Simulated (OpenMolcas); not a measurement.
## Pt2+ in a point-charge field

Pt2+ among 6 point charges of -1.7 e arranged as a tetragonal octahedron (D4h), 1.82 Å from the ion, with the axial distance 2.129 Å. The active orbitals were held to one l.

```
Program             : OpenMolcas 26.06
Method              : CASSCF
Basis               : ANO-RCC-VTZP [8s7p5d3f1g]
Scalar Hamiltonian  : DKH2, point nucleus
Active space        : 8 electrons in 5 orbitals (5d)
State averaging     : 2S+1 = 3 even, 10 roots; 2S+1 = 1 even, 15 roots
Spin-orbit coupling : RASSI with atomic mean-field integrals over the reference wave functions
```

The lowest spin-free states (labels of D4, the rotations of D4h), above the lowest:

| State | Degeneracy | E (cm-1) | Free-ion L (%) |
| --- | --- | --- | --- |
| 3B1 | 1 | 0.0 | F (100) |
| 1A1 | 1 | 7636 | G (48) |
| 3E | 2 | 11321 | F (95) |
| 3A2 | 1 | 13368 | P (60) |
| 1B1 | 1 | 14481 | D (67) |
| 3B2 | 1 | 16245 | F (100) |
| 1A2 | 1 | 21325 | G (100) |
| 1E | 2 | 23778 | D (63) |
| 3E | 2 | 25094 | F (96) |
| 1B2 | 1 | 29185 | D (73) |
| 1A1 | 1 | 29999 | G (61) |
| 3E | 2 | 34493 | P (91) |
| 3A2 | 1 | 35801 | F (60) |
| 1E | 2 | 37484 | G (78) |
| 1A1 | 1 | 38878 | G (80) |
| 1E | 2 | 40800 | G (85) |
| 1B1 | 1 | 45855 | G (67) |
| 1B2 | 1 | 46064 | G (73) |
| 1A1 | 1 | 64015 | S (87) |

The lowest levels with spin-orbit coupling:

```
E (cm-1)  Degeneracy  Label      2S+1               g
     0.0           1     B2         3                
    44.2           2      E         3  0.00 0.00 5.50
    5216           1     A1  1 (63 %)                
    9065           1     A1         3                
    9545           1     A2         3                
    9907           1     B1  3 (58 %)                
   11609           2      E         3  0.00 0.00 1.06
   17459           1     B2         3                
   17634           2      E         3  0.00 0.00 1.99
   17756           1     B1         3                
   18127           2      E         3  0.00 0.00 0.39
   19150           1     A1  3 (75 %)                
   19279           1     B1  3 (66 %)                
   24250           1     A1  3 (60 %)                
   24522           1     A2  1 (74 %)                
   25139           2      E  1 (64 %)  0.00 0.00 0.96
   27408           1     B2  1 (57 %)                
   29221           1     A2  3 (81 %)                
   29601           1     B2         3                
   29613           2      E         3  0.00 0.00 0.87
```

Powder χT (cm3 K/mol): 0.132 at 2 K, 0.658 at 10 K, 1.86 at 50 K, 2.01 at 100 K, 2.05 at 200 K, 2.07 at 300 K. The effective moment at 300 K is 2.828 √(χT) = 4.07 μB.

The lowest level has 2S+1 = 3, for which the spin-only value is χT = S(S+1) / 2 = 1.000 cm3 K/mol (g = 2). The computed 2.072 at 300 K differs by +1.072, through orbital momentum, spin-orbit coupling and any other state in reach.

Without dynamic correlation the repulsion within the d shell is too large (B by tens of per cent), so at a given field states of lower spin stand too high. Real 4d8 and 5d8 ions are as a rule square planar and diamagnetic. This shell can be high or low spin here, a state of another spin lies low, and with metal d orbitals alone active their balance is uncertain, so the ground spin may be wrong. Point charges give a weaker field than real ligands, and real ions of this kind are as a rule low spin; the high spin found here belongs to the model. Point charges carry no covalency, so the field is a model and not that of real ligands. No measured value stands beside these numbers.

With an even number of electrons the g values are those of a degenerate or nearly degenerate non-Kramers pair.
